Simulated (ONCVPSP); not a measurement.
# caesium, ONCV: configuration errors across variants

```
Element                 : caesium
Generator               : ONCVPSP 4.0.1
Type                    : optimised norm-conserving Vanderbilt (ONCV)
Functional              : PBE
Relativity              : scalar-relativistic
Frozen core             : [Kr] 4d10 5s2
Valence charge          : 7
Reference configuration : 5p6 6s0.75 6p0.25
Partial waves           : 6s: rc 4.00 bohr, ncon 3, nbas 8, qcut 1.3 1/bohr, 2 projectors, debl 1.8 Ha; 5p+6p: rc 3.60 bohr, ncon 3, nbas 8, qcut 4.8 1/bohr, 2 projectors; d scattering state at 0.11 Ha: rc 4.30 bohr, ncon 4, nbas 8, qcut 2 1/bohr, 2 projectors, debl 0.8 Ha
Local potential         : polynomial inside 3.55 bohr (lpopt 4, dvloc0 -1 Ha)
Core correction         : none
```

In the d channel the program set the typed energies aside and used 0.050, 0.850 Ha.

All-electron excitation energies from the reference (eV): (1) 5p6 6s1 6p0 -0.338; (2) 5p6 6s0 6p0 3.525; (3) 5p6 6s0.5 6p0 1.133; (4) 5p6 5d0.5 6s0.5 6p0 0.505.

2 further variants failed, have other tests or too few solved ones, and are left out.

Errors AE − PS in meV (a dash: test not solved or not reliable):

```
     change   (1)   (2)   (3)   (4)  bound ghosts  GHOST(+) flags above zero
       base  +0.1  +6.4  +1.0  -0.1          none                          s
s: qcut 0.8  -0.1  +5.6  +1.1  +0.3          none                          s
  s: qcut 1   0.0  +5.8  +1.1  +0.2          none                          s
s: qcut 1.5  +0.2  +6.7  +0.9  -0.3          none                       none
```

Problem. Give the same row for: s: qcut 1.2.

Solution. +0.1, +6.2, +1.0, 0.0; bound ghosts: none; GHOST(+) flags above zero: s.
